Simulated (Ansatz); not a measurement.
These are Ansatz (a first-principles code) with B3LYP-D3(BJ)/def2-TZVP values and carry that method's errors. No frequencies were computed at this level.

Ansatz 0.2 input:
```yaml
crystal:
  periodic: [false, false, false]
  atoms:
    - { symbol: Br, position_ang: [-1.876315, -1.223637, -0.150457] }
    - { symbol: Al, position_ang: [-0.000276, 0.000012, -0.00065] }
    - { symbol: Br, position_ang: [1.994136, -1.01867, 0.162708] }
    - { symbol: Br, position_ang: [-0.117545, 2.242296, -0.011601] }
basis:
  gaussian: { orbitals: def2-tzvp }
hamiltonian:
  xc: b3lyp
  dispersion: d3bj
relax:
  max_steps: 150
```

Output:

```
Functional definition: B3LYP
1498 factors; their error is unknown
mean field evaluation 1: about -216742.8301 eV, gradient 1.6e1 eV
mean field evaluation 2: about -216742.8585 eV, gradient 1.6e1 eV
mean field evaluation 4: about -216743.5061 eV, gradient 7.6e-1 eV
mean field evaluation 8: about -216744.5473 eV, gradient 5.3e-1 eV
mean field evaluation 16: about -216744.5475 eV, gradient 4.9e-5 eV
mean field -216744.54746165 eV, -7965.2152044847 hartree, gradient 4.9e-5 eV, S^2 0.000000; 0 other end points of the search recorded, 0 dependent functions left out
reference -216744.54771203 eV, -7965.2152136861 hartree; 59, 59 occupied and 122, 122 virtual orbitals, 1498 factors
relax step   1: F+E_penalty+E_count = -216744.85388566 eV  Δ(F+E_penalty+E_count) = +0.000e0 eV  max|allowed force component| = 1.062e-1 eV/Å  Δτ_max = 0.0000 Å  (25 SCF iters, accepted)
these checks for a lower state are left out or cut short: starts, cluster_reference, orbital_swaps, neighbouring_geometries, increment
1498 factors; their error is unknown
mean field -216744.54728306 eV, -7965.2151979215 hartree, gradient 1.4e-5 eV, S^2 0.000000; 0 other end points of the search recorded, 0 dependent functions left out
reference -216744.54753314 eV, -7965.2152071119 hartree; 59, 59 occupied and 122, 122 virtual orbitals, 1498 factors
relax step   2: F+E_penalty+E_count = -216744.85497872 eV  Δ(F+E_penalty+E_count) = -1.093e-3 eV  max|allowed force component| = 5.589e-3 eV/Å  Δτ_max = 0.0068 Å  (30 SCF iters, accepted)
1498 factors; their error is unknown
mean field evaluation 32: about -216742.8928 eV, gradient 1.5e1 eV
mean field -216744.54728306 eV, -7965.2151979215 hartree, gradient 1.4e-5 eV, S^2 0.000000; 1 other end points of the search recorded, 0 dependent functions left out
reference -216744.54753314 eV, -7965.2152071119 hartree; 59, 59 occupied and 122, 122 virtual orbitals, 1498 factors
Total energy: -216744.85522880 eV, -7965.2265147191 hartree
Atom 0 at    -1.871045    -1.219920    -0.150166 Å, force     0.003827     0.002553     0.000044 eV/Å
Atom 1 at    -0.000085    -0.000033    -0.000240 Å, force     0.001426     0.000386     0.000906 eV/Å
Atom 2 at     1.988384    -1.015542     0.162108 Å, force    -0.005401     0.002650    -0.000704 eV/Å
Atom 3 at    -0.117255     2.235497    -0.011702 Å, force     0.000148    -0.005589    -0.000246 eV/Å
Dipole moment:    -0.000175    -0.000058    -0.000210 e Å
```

Cost: roughly 40 core-seconds.
